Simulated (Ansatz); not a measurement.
| atom | x (Å) | y (Å) | z (Å) |
| --- | --- | --- | --- |
| N | -0.0095 | 0.4184 | -0.3381 |
| H | 0.0353 | 1.3201 | 0.2001 |
| O | 0.0447 | -0.5382 | 0.2870 |

Basis set: def2-TZVP (spherical functions). Left uncorrelated: 2 orbitals. Charge 0, multiplicity 1.

Computed with Ansatz (development build ahead of 0.2.0); each method stands on the lowest determinant of its kind that the runs found. Restricted open shells among the atoms or ions are ROHF, correlated in semicanonical orbitals with singles. Restricted functionals stand beside restricted open-shell atoms, which can lie above the unrestricted atoms usual in DFT and then raise those values.

Task: Give the atomization energy at this shape (free ground-state atoms in the same class of orbitals less the molecule, no zero-point energy) of singlet HNO by PBE0 (restricted), RHF-MP2, RHF.

Result:

```csv
method,atomization energy
PBE0 (restricted),8.74 eV
RHF-MP2,8.43 eV
RHF,3.67 eV
```

Caution: the shape is not the minimum.
